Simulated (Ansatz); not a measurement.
A structure drawn as `O=C(O)[SiH2][SeH]`, with this starting geometry:

```xyz
9

O    -0.307    0.935    1.906
C     0.221    0.585    0.762
O     1.011    1.469    0.066
Si   -0.019   -1.040    0.062
Se   -1.808   -0.971   -1.424
H     1.199    2.427    0.440
H     1.145   -1.518   -0.651
H    -0.375   -2.005    1.116
H    -1.067    0.119   -2.278
```

Charge 0, multiplicity 1.

(1) Relax it with Ansatz at PBE-D4/def2-SVP and then PBE0-D4/def2-TZVP. Is the drawn bonding still there?

(2) Give the relaxed structure. (Estimate.)

Atoms count as bonded under 1.1 times the sum of their covalent radii (H–H under 0.85 Å, pairs among N, O and F under 1.55 Å), and a drawn bond as lost past 1.3 times.

Results:

(1) Yes, every drawn bond is still there and no new one forms.

(2) The calculation gave: 
Z-matrix (Å, degrees):
```
Si
Se 1 2.271
C 1 1.923 2 110.9
H 1 1.478 2 106.6 3 116.7
H 1 1.483 2 112.0 3 -120.7
H 2 1.469 1 92.3 3 65.2
O 3 1.346 1 112.7 2 -61.6
O 3 1.201 1 124.6 2 118.4
H 7 0.971 3 107.4 1 179.5
```
No frequency check was run.
